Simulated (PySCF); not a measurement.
**Simulated absorption spectrum**

C2H9NOSi2.
SMILES: `C=NC[SiH2][SiH2]O`

Theory: PySCF 2.14.0, density-fitted response routines, TDDFT PBE0/def2-SVPD, vertical, gas phase, core orbitals frozen in the response. One conformer (not necessarily the lowest) at the GFN2-xTB geometry, without solvent, vibrations or thermal averaging. Torsions of this conformer, `[CH2:1]=[N:2][CH2:3][SiH2:4][SiH2:5][OH:6]`: C1–N2–C3–Si4 -111°, N2–C3–Si4–Si5 -49°, C3–Si4–Si5–O6 21°, H–O6–Si5–Si4 0°.

Computed states:

```
state  E (eV)       f
   S1    5.03  0.0038
   S2    6.02   0.036
   S3    6.12  0.0047
   S4    6.33  0.0019
   S5    6.45  0.0006
   S6    6.68   0.177
   S7    6.78   0.130
   S8    6.83  0.0094
```

Broadening: Gaussians 0.3 eV wide at half height, area fixed by f = 4.319×10⁻⁹ ∫ε dν̃. The width is an assumption, not a result. The curve ends short of the highest state used, and states not computed would add to its high-energy end.

Question: What does the envelope look like, and where are its maxima?

Answer: 
```json
{"λ (nm)": "198.9", "ε (L mol⁻¹ cm⁻¹)": "1293"}
{"λ (nm)": "200.2", "ε (L mol⁻¹ cm⁻¹)": "1806"}
{"λ (nm)": "201.5", "ε (L mol⁻¹ cm⁻¹)": "2410"}
{"λ (nm)": "202.8", "ε (L mol⁻¹ cm⁻¹)": "2990"}
{"λ (nm)": "204.1", "ε (L mol⁻¹ cm⁻¹)": "3420"}
{"λ (nm)": "205.4", "ε (L mol⁻¹ cm⁻¹)": "3596"}
{"λ (nm)": "206.7", "ε (L mol⁻¹ cm⁻¹)": "3478"}
{"λ (nm)": "208.0", "ε (L mol⁻¹ cm⁻¹)": "3099"}
{"λ (nm)": "209.3", "ε (L mol⁻¹ cm⁻¹)": "2548"}
{"λ (nm)": "210.6", "ε (L mol⁻¹ cm⁻¹)": "1939"}
{"λ (nm)": "211.9", "ε (L mol⁻¹ cm⁻¹)": "1367"}
{"λ (nm)": "213.2", "ε (L mol⁻¹ cm⁻¹)": "896"}
{"λ (nm)": "214.5", "ε (L mol⁻¹ cm⁻¹)": "548"}
{"λ (nm)": "215.8", "ε (L mol⁻¹ cm⁻¹)": "312"}
{"λ (nm)": "217.1", "ε (L mol⁻¹ cm⁻¹)": "167"}
{"λ (nm)": "218.4", "ε (L mol⁻¹ cm⁻¹)": "84"}
{"λ (nm)": "219.7", "ε (L mol⁻¹ cm⁻¹)": "39"}
{"λ (nm)": "221.0", "ε (L mol⁻¹ cm⁻¹)": "18"}
{"λ (nm)": "222.3", "ε (L mol⁻¹ cm⁻¹)": "7"}
{"λ (nm)": "223.6", "ε (L mol⁻¹ cm⁻¹)": "3"}
{"λ (nm)": "224.9", "ε (L mol⁻¹ cm⁻¹)": "1"}
{"λ (nm)": "226.2", "ε (L mol⁻¹ cm⁻¹)": "1"}
{"λ (nm)": "227.5", "ε (L mol⁻¹ cm⁻¹)": "2"}
{"λ (nm)": "228.8", "ε (L mol⁻¹ cm⁻¹)": "4"}
{"λ (nm)": "230.1", "ε (L mol⁻¹ cm⁻¹)": "7"}
{"λ (nm)": "231.5", "ε (L mol⁻¹ cm⁻¹)": "14"}
{"λ (nm)": "232.8", "ε (L mol⁻¹ cm⁻¹)": "24"}
{"λ (nm)": "234.1", "ε (L mol⁻¹ cm⁻¹)": "40"}
{"λ (nm)": "235.4", "ε (L mol⁻¹ cm⁻¹)": "63"}
{"λ (nm)": "236.7", "ε (L mol⁻¹ cm⁻¹)": "94"}
{"λ (nm)": "238.0", "ε (L mol⁻¹ cm⁻¹)": "131"}
{"λ (nm)": "239.3", "ε (L mol⁻¹ cm⁻¹)": "173"}
{"λ (nm)": "240.6", "ε (L mol⁻¹ cm⁻¹)": "218"}
{"λ (nm)": "241.9", "ε (L mol⁻¹ cm⁻¹)": "261"}
{"λ (nm)": "243.2", "ε (L mol⁻¹ cm⁻¹)": "298"}
{"λ (nm)": "244.5", "ε (L mol⁻¹ cm⁻¹)": "325"}
{"λ (nm)": "245.8", "ε (L mol⁻¹ cm⁻¹)": "338"}
{"λ (nm)": "247.1", "ε (L mol⁻¹ cm⁻¹)": "336"}
{"λ (nm)": "248.4", "ε (L mol⁻¹ cm⁻¹)": "321"}
{"λ (nm)": "249.7", "ε (L mol⁻¹ cm⁻¹)": "294"}
{"λ (nm)": "251.0", "ε (L mol⁻¹ cm⁻¹)": "258"}
{"λ (nm)": "252.3", "ε (L mol⁻¹ cm⁻¹)": "218"}
{"λ (nm)": "253.6", "ε (L mol⁻¹ cm⁻¹)": "178"}
{"λ (nm)": "254.9", "ε (L mol⁻¹ cm⁻¹)": "140"}
{"λ (nm)": "256.2", "ε (L mol⁻¹ cm⁻¹)": "106"}
{"λ (nm)": "257.5", "ε (L mol⁻¹ cm⁻¹)": "78"}
{"λ (nm)": "258.8", "ε (L mol⁻¹ cm⁻¹)": "55"}
{"λ (nm)": "260.1", "ε (L mol⁻¹ cm⁻¹)": "38"}
{"λ (nm)": "261.4", "ε (L mol⁻¹ cm⁻¹)": "25"}
{"λ (nm)": "262.7", "ε (L mol⁻¹ cm⁻¹)": "16"}
{"λ (nm)": "264.0", "ε (L mol⁻¹ cm⁻¹)": "10"}
{"λ (nm)": "265.3", "ε (L mol⁻¹ cm⁻¹)": "6"}
{"λ (nm)": "266.6", "ε (L mol⁻¹ cm⁻¹)": "4"}
{"λ (nm)": "267.9", "ε (L mol⁻¹ cm⁻¹)": "2"}
{"λ (nm)": "269.2", "ε (L mol⁻¹ cm⁻¹)": "1"}
{"λ (nm)": "270.5", "ε (L mol⁻¹ cm⁻¹)": "1"}
```

Maxima: 246 nm (5.03 eV), ε about 340, made up of S1 (100%); 206 nm (6.03 eV), ε about 3600, made up of S2 (90%) (ε in L mol⁻¹ cm⁻¹; maxima over ε = 5, shares over 10%).

Question: On this curve, what absorbance would a 10⁻⁴ mol/L sample give at 222 nm over a 1 cm path?

Answer: 222 nm is 5.585 eV, where ε is about 9.1 L mol⁻¹ cm⁻¹, so A = ε c l ≈ 0.00091 (Beer–Lambert, with the gas-phase spectrum and the assumed width).

Question: What would ε be at 6.03 eV, the highest of these maxima, with half the width (0.15 eV)?

Answer: About 6790 L mol⁻¹ cm⁻¹ against 3600, a factor of about 1.9; a lone state at its own centre would give exactly 2.

Question: Coming from long wavelengths, where does ε first pass 100 L mol⁻¹ cm⁻¹?

Answer: At about 256 nm (4.84 eV), 0.20 eV below S1.
